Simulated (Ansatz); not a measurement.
Input and output for `CN([SiH3])CO`.

```yaml
crystal:
  periodic: [false, false, false]
  atoms:
    - {symbol: C, position_ang: [-1.367119, 0.520473, 0.399762]}
    - {symbol: N, position_ang: [-0.073240, -0.035936, 0.054860]}
    - {symbol: Si, position_ang: [0.199199, -1.734497, 0.119446]}
    - {symbol: C, position_ang: [0.769671, 0.836756, -0.705507]}
    - {symbol: O, position_ang: [1.209891, 1.952321, 0.032608]}
    - {symbol: H, position_ang: [-1.244809, 1.497182, 0.874050]}
    - {symbol: H, position_ang: [-1.883461, -0.132717, 1.106418]}
    - {symbol: H, position_ang: [-2.012630, 0.646678, -0.480496]}
    - {symbol: H, position_ang: [1.667137, -1.954349, 0.043138]}
    - {symbol: H, position_ang: [-0.441998, -2.515760, -0.981250]}
    - {symbol: H, position_ang: [-0.352826, -2.250941, 1.399896]}
    - {symbol: H, position_ang: [1.620087, 0.255809, -1.085842]}
    - {symbol: H, position_ang: [0.237722, 1.267603, -1.563157]}
    - {symbol: H, position_ang: [1.659574, 1.618178, 0.814976]}
basis:
  gaussian: {orbitals: def2-TZVP, nuclear_model: gaussian}
hamiltonian: {xc: {name: B97M-V}}
output: {forces: true}
```

```sh
$ ansatz run in.yaml --threads 4 --pin off --events-out ev --progress --plain --max-ram 10444MiB
```

Output, abridged:

```
Functional definition: B97M-V
1314 factors; their error is unknown
mean field evaluation 1: about -13624.7443 eV, gradient 7.0e1 eV
mean field evaluation 2: about -13598.1003 eV, gradient 1.3e2 eV
mean field evaluation 4: about -13634.8942 eV, gradient 9.0e0 eV
mean field evaluation 8: about -13635.0548 eV, gradient 2.8e-1 eV
mean field evaluation 16: about -13635.0193 eV, gradient 4.3e-4 eV
mean field -13635.01934314 eV, -501.0777187125 hartree, gradient 3.7e-5 eV, S^2 0.000000; 0 other end points of the search recorded, 0 dependent functions left out
reference -13635.01941163 eV, -501.0777212293 hartree; 25, 25 occupied and 190, 190 virtual orbitals, 1314 factors
Total energy: -13635.01941163 eV, -501.0777212293 hartree
Atom 0 at    -1.367119     0.520473     0.399762 Å, force    -0.126724     0.088117     0.051758 eV/Å
Atom 1 at    -0.073240    -0.035936     0.054860 Å, force     0.094696    -0.172691     0.044234 eV/Å
Atom 2 at     0.199199    -1.734497     0.119446 Å, force    -0.006921     0.120853     0.006416 eV/Å
Atom 3 at     0.769671     0.836756    -0.705507 Å, force     0.029763    -0.079499    -0.187503 eV/Å
Atom 4 at     1.209891     1.952321     0.032608 Å, force    -0.025971     0.078254     0.041349 eV/Å
Atom 5 at    -1.244809     1.497182     0.874050 Å, force    -0.025441    -0.155153    -0.082432 eV/Å
Atom 6 at    -1.883461    -0.132717     1.106418 Å, force     0.087406     0.111437    -0.121860 eV/Å
Atom 7 at    -2.012630     0.646678    -0.480496 Å, force     0.083377    -0.006691     0.123397 eV/Å
Atom 8 at     1.667137    -1.954349     0.043138 Å, force    -0.063498     0.002855     0.001964 eV/Å
Atom 9 at    -0.441998    -2.515760    -0.981250 Å, force     0.015487    -0.006015     0.027433 eV/Å
Atom 10 at    -0.352826    -2.250941     1.399896 Å, force     0.014245     0.013514    -0.052702 eV/Å
Atom 11 at     1.620087     0.255809    -1.085842 Å, force    -0.137541     0.068644     0.049770 eV/Å
Atom 12 at     0.237722     1.267603    -1.563157 Å, force     0.082638    -0.038096     0.140070 eV/Å
Atom 13 at     1.659574     1.618178     0.814976 Å, force    -0.021515    -0.025530    -0.041894 eV/Å
Dipole moment:    -0.045702    -0.092913     0.082979 e Å
```

It took 4.2 s on 4 threads of an Intel Xeon 6975P-C on a shared host, with 0.52 GiB of host memory at the peak.
